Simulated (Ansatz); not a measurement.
`CO[SiH2]O[SiH](O)O`, charge 0, multiplicity 1.

Task: Give a relaxed structure at PBE0-D4/def2-TZVP (Ansatz). (Best estimate.)

Result: Ansatz gave: 
```xyz
15

C     2.521   -0.170    0.595
O     1.141   -0.126    0.299
Si    0.549    0.449   -1.132
O    -1.054    0.236   -1.067
Si   -2.193   -0.403   -0.068
O    -1.507   -0.637    1.395
O    -3.483    0.578    0.069
H     3.069   -0.759   -0.148
H     2.648   -0.641    1.571
H     2.951    0.836    0.636
H     1.140   -0.320   -2.255
H     0.875    1.891   -1.269
H    -2.703   -1.639   -0.680
H    -0.542   -0.620    1.389
H    -3.412    1.326    0.665
```
This is one stationary point; other conformers may exist.
